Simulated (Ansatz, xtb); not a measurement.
**CH11FSi4: 6 structures ranked**

6 gas-phase structures of CH11FSi4, from a drawn sample of its isomers (lower ones may exist). Each was relaxed with GFN2-xTB; where two conformers were screened, the lower at r2SCAN-D4/def2-SVP//GFN2-xTB is listed:

A. `F[SiH2]C[SiH]([SiH3])[SiH3]`, a singlet
B. `F[Si@H]([SiH3])[SiH2]C[SiH3]`, a singlet
C. `F[SiH2][Si@@H]([SiH3])C[SiH3]`, a singlet
D. `F[SiH2][SiH2]C([SiH3])[SiH3]`, a singlet
E. `F[SiH2][SiH2]C[SiH2][SiH3]`, a singlet
F. `C[Si@H](F)[SiH]([SiH3])[SiH3]`, a singlet

Make a reasoned guess at their ranking by r2SCAN-D4/def2-SVP//GFN2-xTB single-point energy.

Calculated order at r2SCAN-D4/def2-SVP//GFN2-xTB: F (0.000), A (0.120), D (0.391), C (0.414), B (0.458), E (0.463) eV. Less than 1 kcal/mol parts D and C; B and E, so the order within those pairs means little.

Energies above the lowest of each column, in eV; the last columns are at r2SCAN-D4/def2-SVP geometries (a dash: not run or not comparable):

```json
{"structure": "F", "GFN2-xTB": "0.607", "HF/STO-3G": "0.000", "r2SCAN-D4/def2-SVP//GFN2-xTB": "0.000", "r2SCAN-D4/def2-SVP": "0.000", "CCSD(T)/def2-SVP + ΔMP2/def2-TZVPP": "0.000"}
{"structure": "A", "GFN2-xTB": "0.266", "HF/STO-3G": "0.304", "r2SCAN-D4/def2-SVP//GFN2-xTB": "0.120", "r2SCAN-D4/def2-SVP": "0.116", "CCSD(T)/def2-SVP + ΔMP2/def2-TZVPP": "0.025"}
{"structure": "D", "GFN2-xTB": "0.000", "HF/STO-3G": "0.702", "r2SCAN-D4/def2-SVP//GFN2-xTB": "0.391", "r2SCAN-D4/def2-SVP": "0.379", "CCSD(T)/def2-SVP + ΔMP2/def2-TZVPP": "0.157"}
{"structure": "C", "GFN2-xTB": "0.232", "HF/STO-3G": "0.477", "r2SCAN-D4/def2-SVP//GFN2-xTB": "0.414", "r2SCAN-D4/def2-SVP": "0.349", "CCSD(T)/def2-SVP + ΔMP2/def2-TZVPP": "0.225"}
{"structure": "B", "GFN2-xTB": "0.267", "HF/STO-3G": "0.442", "r2SCAN-D4/def2-SVP//GFN2-xTB": "0.458", "r2SCAN-D4/def2-SVP": "0.441", "CCSD(T)/def2-SVP + ΔMP2/def2-TZVPP": "–"}
{"structure": "E", "GFN2-xTB": "0.264", "HF/STO-3G": "0.455", "r2SCAN-D4/def2-SVP//GFN2-xTB": "0.463", "r2SCAN-D4/def2-SVP": "0.437", "CCSD(T)/def2-SVP + ΔMP2/def2-TZVPP": "0.274"}
```

CCSD(T)/def2-SVP + ΔMP2/def2-TZVPP puts F lowest of those it was run on, with A within 1 kcal/mol; GFN2-xTB picks D. Flexible structures stand in one conformer each, not always the lowest. D keeps a small imaginary mode. Frequencies (GFN2-xTB) were run for A, C, D, E, F alone. ΔMP2 is the change of the MP2 energy from the smaller to the larger basis.

Over these structures GFN2-xTB departs from r2SCAN-D4/def2-SVP//GFN2-xTB by 0.274 eV on average once a common shift is removed. A GFN2-xTB relaxation took about 0.17 s and the r2SCAN-D4/def2-SVP//GFN2-xTB energy about 2.2 s on a shared host (Ansatz 0.2.0, xtb 6.7.1).
